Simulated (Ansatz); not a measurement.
Relaxed structures of MgSiH$_{2}$ClF, closed shell (PBE0-D4/def2-TZVP; forces vanish, vibrations not checked; lower isomers may exist, and structures with a doubtful reference or unclear bonds are left out; Å). Computed with Ansatz 0.2.0 (basis: def2-TZVPP); correlated methods freeze the cores. The outer core shell of Li, Na, Mg and K is correlated. The def2 sets are not built for correlating such inner shells, so the correlated values are less sure here.

Q: Rank them by CCSD(T) energy, lowest first, and give each one's height above the lowest. Links in brackets join atoms within 1.22 times the sum of their covalent radii (1.1 for two metals). (Judge from chemistry; the value comes from the calculation.)
A.
MgSiH₂ClF ([Cl][Mg]1[F][SiH2]1)
```
6
angstrom
F 1.0488 -0.8641 0.3213
Si -0.1714 0.3115 -0.0623
Mg -0.3991 -2.0579 -0.6939
Cl -0.4711 -4.1821 -1.1909
H 0.5627 1.3822 -0.7993
H -0.5084 0.9390 1.2495
```
B.
MgSiH₂ClF ([F][Mg]123[H][Si]1([H]2)[Cl]3)
```
6
angstrom
F 0.0860 2.6332 0.7047
Si 0.3239 -1.5952 -0.2018
Mg -0.0668 0.9649 0.1994
Cl -1.5181 -0.4659 -1.0246
H 1.1998 -0.3673 -0.6689
H 0.1067 -0.8202 1.1566
```
C.
a complex of MgSiHCl ([SiH][Mg][Cl]) + HF
```
6
angstrom
F 1.7636 1.0985 1.0992
Si -0.4473 0.9498 0.3674
Mg -0.1068 -1.5265 -0.4316
Cl 0.1491 -3.6442 -0.9938
H 0.0906 1.4216 -0.9833
H 1.6637 1.8171 1.6771
```
D.
MgSiH₂ClF ([F][SiH2][Mg][Cl])
```
6
angstrom
F 1.2313 1.3122 1.0648
Si -0.0673 0.9130 0.1844
Mg 0.0431 -1.6066 -0.3703
Cl 0.1138 -3.7394 -0.8527
H -0.0593 1.8068 -1.0115
H -1.2617 1.3141 0.9854
```
E.
MgSiH₂ClF ([F][Mg][SiH2][Cl])
```
6
angstrom
F 0.1086 -3.4015 -0.7730
Si -0.1559 0.8171 0.1075
Mg -0.0029 -1.6879 -0.4177
Cl 1.5224 1.3216 1.2423
H -0.1354 1.7212 -1.0772
H -1.3368 1.2295 0.9181
```

A: By the calculation: D (0.00 kcal/mol), A (7.42 kcal/mol), E (11.10 kcal/mol), B (12.47 kcal/mol), C (73.70 kcal/mol). Heights count from the lowest.

T1 diagnostic: at most 0.012. The restricted Hartree–Fock reference is unstable towards an unrestricted one at one or more of these structures.

For scale, one of the runs: CCSD(T)/def2-TZVPP, 175 basis functions, launched by `ansatz run in.yaml --threads 2 --pin off --events-out ev --progress --plain --max-ram 4352MiB`. The run took 78 s on 2 CPU threads of an Arm Neoverse V1 (shared host), with 1.6 GiB of host memory at its peak.
